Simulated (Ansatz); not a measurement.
Program: Ansatz. Geometries: PBE0-D4/def2-TZVP. ΔE: electronic, gas phase. CCSD(T)/CBS adds triple-zeta CCSD(T) − MP2 to the extrapolated MP2 energy (def2 sets, frozen cores). def2 core potentials past Kr. For Sn outer-core shells are correlated without core-valence functions, which leaves a few kJ/mol of doubt a bond. One conformer a species, not always the lowest.

Consider the formal exchange of groups at the Sn–O bond: `[OH][Sn][Cl]` + `CC(C)CCC(C)C` → `C[CH](C)[Sn][Cl]` + `CC(C)CCO`.

```tsv
species	CCSD/def2-TZVPP energy (Eh)
`[OH][Sn][Cl]`	-749.17411
`CC(C)CCC(C)C`	-315.06126
`C[CH](C)[Sn][Cl]`	-791.70177
`CC(C)CCO`	-272.47769
```

Problem. Work out ΔE.

Solution. ΔE = (-791.70177) + (-272.47769) − (-749.17411) − (-315.06126) = 0.05591 Eh = +146.8 kJ/mol. CCSD(T)/CBS gives +154.2 kJ/mol.

Largest T1 diagnostic among the species: 0.017.

At CCSD(T), def2-SVP lies −18.0 kJ/mol from the extrapolated value and def2-TZVPP −6.6 kJ/mol. The D4 term adds −4.0 kJ/mol with B3LYP and −1.6 kJ/mol with PBE0; it sums over pairs of atoms, weighted by their polarisabilities, and B3LYP, whose exchange is more repulsive, gets the larger term.

B3LYP here is the variant with VWN-RPA as its local correlation; programs differ in this.
